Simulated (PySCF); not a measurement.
Geometries of 2 isomers of C7H5F3S, from PBE0-D3(BJ)/def2-SVP geometry optimisation, gas phase (PySCF). One conformer each, no zero-point energy, no frequencies.

Question: Which isomer lies lower at this level?
A.
```xyz
16
angstrom
F      2.477    1.460    0.418
C      2.799    0.250   -0.032
F      2.594    0.256   -1.346
F      4.093    0.051    0.188
S      1.884   -1.072    0.810
C      0.237   -0.549    0.381
C     -0.440    0.358    1.201
C     -1.730    0.759    0.863
C     -2.343    0.251   -0.282
C     -1.668   -0.660   -1.093
C     -0.377   -1.064   -0.764
H      0.053    0.746    2.095
H     -2.260    1.472    1.499
H     -3.356    0.568   -0.543
H     -2.148   -1.057   -1.990
H      0.168   -1.771   -1.393
```
B.
```xyz
16
angstrom
F     -2.889   -1.530   -0.119
C     -2.437   -0.308   -0.417
F     -2.727   -0.069   -1.700
F     -3.152    0.562    0.309
C     -0.966   -0.176   -0.152
C     -0.239    0.844   -0.767
C      1.116    1.002   -0.501
C      1.766    0.135    0.387
S      3.479    0.262    0.776
C      1.033   -0.890    1.000
C     -0.321   -1.042    0.731
H     -0.735    1.519   -1.467
H      1.672    1.803   -0.994
H      3.739    1.330   -0.005
H      1.529   -1.577    1.691
H     -0.884   -1.847    1.207
```

Answer: B. That is `FC(F)(F)c1ccc(S)cc1` (4-(trifluoromethyl)thiophenol), 9.7 kcal/mol below the other.

| SMILES | atoms numbered as above | E (Eh) | relative (kcal/mol) | relative (kJ/mol) | dipole (D) |
| --- | --- | --- | --- | --- | --- |
| FC(F)(F)c1ccc(S)cc1 | [F:1][C:2]([F:3])([F:4])[c:5]1[cH:6][cH:7][c:8]([SH:9])[cH:10][cH:11]1 | -966.22466 | 0.0 | 0.0 | 2.43 |
| FC(F)(F)Sc1ccccc1 | [F:1][C:2]([F:3])([F:4])[S:5][c:6]1[cH:7][cH:8][cH:9][cH:10][cH:11]1 | -966.20923 | 9.7 | 40.5 | 2.53 |

As drawn, the lower has an S–H bond, which the higher lacks.
